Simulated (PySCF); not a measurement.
```xyz
19

B      3.6451    -0.2603    -0.1317
C      2.1115    -0.1555    -0.0917
C      1.3193    -0.4498    -1.2333
C     -0.0599    -0.3616    -1.2173
C     -0.7144     0.0323    -0.0367
C     -2.1347     0.1922     0.2089
B     -3.2936    -0.0296    -0.7638
C     -2.3496     0.5964     1.5125
S     -0.9343     0.7922     2.4520
C      0.0716     0.3264     1.1032
C      1.4600     0.2377     1.0884
H      4.2968    -0.0040     0.8555
H      4.2097    -0.5985    -1.1469
H      1.8269    -0.7559    -2.1516
H     -0.6491    -0.5927    -2.1070
H     -4.4272     0.1533    -0.3847
H     -3.1020    -0.3840    -1.9035
H     -3.3223     0.7919     1.9669
H      2.0463     0.4696     1.9809
```

Charge 0, multiplicity 1.

Task: Give the Mulliken and meta-Löwdin atomic charges from PBE0-D4/def2-TZVP // PBE0-D4/def2-SVP (PySCF).

Result: 
```csv
atom,Mulliken (e),meta-Löwdin (e)
B1,-0.08,-0.04
C2,0.12,-0.09
C3,-0.17,-0.09
C4,-0.24,-0.13
C5,0.16,0.03
C6,-0.08,-0.12
B7,-0.06,-0.05
C8,-0.09,-0.18
S9,0.07,0.30
C10,0.05,-0.12
C11,-0.25,-0.08
H12,0.00,0.01
H13,0.01,0.01
H14,0.13,0.13
H15,0.13,0.13
H16,0.01,0.01
H17,0.00,0.01
H18,0.17,0.15
H19,0.13,0.13
```
